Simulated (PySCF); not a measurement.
# How the method changes the constants of HgBr

State: ²Σ⁺ (doublet), unpaired electrons σ ↑. Set-up: basis Hg def2-TZVPP with ECP60, Br def2-TZVPP; scalar-relativistic core potentials; PySCF 2.14. De refers to Hg + Br in their high-spin ground configurations, without counterpoise correction. The functionals are run spin-unrestricted. A positive dipole means Hg(−)Br(+).

| Level | Re (Å) | ωe (cm⁻¹) | De (eV) | μ (D) | CPU s a point (SCF and correlation, without the integrals) |
| --- | --- | --- | --- | --- | --- |
| UHF | 2.554 | 190 | 0.51 | -3.56 | 1.5 |
| UHF-MP2 | 2.489 | 193 | 0.57 | n/a | 2.9 |
| UHF-SCS-MP2 | 2.517 | 183 | 0.409 | n/a | n/a |
| PBE | 2.587 | 161 | 0.94 | -2.46 | 1.1 |
| BLYP | 2.661 | 140 | 0.72 | -2.52 | 0.72 |
| TPSS | 2.582 | 164 | 0.95 | -2.60 | 1.3 |
| r²SCAN | 2.543 | 179 | 1.04 | -2.54 | 1.3 |
| M06-L | 2.653 | 139 | 0.81 | -2.74 | 1.3 |
| PBE0 | 2.547 | 176 | 0.93 | -2.71 | 2.8 |
| B97-3 | 2.594 | 160 | 0.77 | -2.88 | 1.5 |
| CAM-B3LYP | 2.555 | 175 | 0.79 | -2.78 | 4.4 |

What does a quarter of exact exchange do here, going from PBE to PBE0?

PBE0 less PBE: -4.0 pm in Re, +9.3 % in ωe, -0.01 eV in De. Exact exchange removes part of the self-interaction that spreads semilocal densities, and in most molecules shortens and stiffens the bond and lowers De; so it does here.

What does the step from GGA to meta-GGA do here, going from PBE to r²SCAN?

r²SCAN less PBE: -4.4 pm in Re, +11.2 % in ωe, +0.10 eV in De. 

What does second-order correlation do here, going from UHF to UHF-MP2?

UHF-MP2 less UHF: -6.5 pm in Re, +1.6 % in ωe, +0.06 eV in De. Correlation nearly always deepens the well. The bond shortens, as in weak, metallic or heavy-atom bonds, where dispersion and the correlation of outer-core electrons pull the atoms together.

Correlated steps freeze 9 core orbitals. Spin–orbit coupling is left out, which matters for elements this heavy, above all for dissociation energies. The state is the lowest determinant that a PBE0 search found; another state may lie lower at other levels.

The whole job (state search and all levels along the bond) took about 2.3 min on 2 threads of Intel Xeon 6975P-C (shared host), peak memory 4 GiB.
